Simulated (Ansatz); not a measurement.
Ansatz (a first-principles code) input (HF/6-31G*):

Ansatz 0.2 input:
```yaml
crystal:
  periodic: [false, false, false]
  atoms:
    - {symbol: O, position_ang: [0.00000000, 0.00000000, 1.12213624]}
    - {symbol: C, position_ang: [-0.00000000, -0.00000000, -0.03765140]}
    - {symbol: N, position_ang: [-0.00000000, -0.00000000, -1.25016880]}
basis:
  gaussian:
    orbitals: 6-31G*
hamiltonian:
  xc: {name: HF}
magnetization: {spin_polarized: true, initial_magnetization: 1}
phonons: {temperatures: {t_min: 298.15, t_max: 298.15, t_step: 100}}
```

Which harmonic wavenumbers does it give?

555, 630, 1406, 1958 cm⁻¹ (unscaled; negative means imaginary).
